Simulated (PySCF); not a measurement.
C2H8AlBO3, SMILES CB(C)[O][Al]([OH])[OH], singlet at its GFN2-xTB optimised geometry (Å):

```
15

B     -1.1799     0.0030     0.0000
C     -1.9771     1.3838     0.0000
C     -1.9775    -1.3778     0.0154
O      0.1485     0.0030     0.0000
Al     1.8032     0.0071    -0.1296
O      2.7887    -0.0304     1.2013
O      2.4033     0.0506    -1.6677
H     -1.3287     2.2322     0.2063
H     -2.4289     1.5501    -0.9761
H     -2.7887     1.3894     0.7234
H     -2.4891    -1.5131     0.9665
H     -2.7443    -1.4043    -0.7550
H     -1.3210    -2.2322    -0.1309
H      2.7306    -0.0583     2.1458
H      3.2359     0.0639    -2.1179
```

Computed with PySCF with B3LYP/def2-TZVP.

Map of the log10 of the electron density (e/bohr³), floored at −4 on the plane z = 0.6 Å:

```
|                               |
|                               |
|                               |
|                               |
|       ..::::.                 |
|      .::-==--:                |
|    .::-=++++=-.               |
|   .:-=++*##*+=:.              |
|  .:-=+**#%%#*=-..             |
|  .-=*##%%%%#*=-:::.:::::..    |
|  :-+#%@@%%%#*=-----------:.   |
|  :-+#@@@@%%#++++=====+++=-:.  |
|  :-+*%%%%%%#*****+++****+=-:. |
|  .:=+*##%%%######***##%##+=-. |
|   :-=+**#####%@@%#*#%%@@%*+-: |
|   .:-=+*####%@@@%###%@@@%#+-: |
|   .:-=+*#####%@@%#*#%%@@%*+-: |
|   :-=+*#%%%######***#%%%#*=-. |
|  .:=+*%%@%%#*****+++**#**+-:. |
|  .:=*#@@@%#*++++====++++=-:.  |
|  .:=*#%@@%#*+=-------==--:.   |
|  .:=+*#%%%#*+=-:::::::::..    |
|   .-=+**###*+=:..    ..       |
|   .:-=+++**+=-:               |
|    .::-=====-:.               |
|      .::----:.                |
|        ..::..                 |
|                               |
|                               |
|                               |
|                               |
```
Scale: ten equal steps from -4.00 (start of ' ') to -0.495 (end of '@'), in the order ' .:-=+*#%@'; x runs from -5.00 to 5.00, y from -5.00 (bottom) to 5.00 (top).
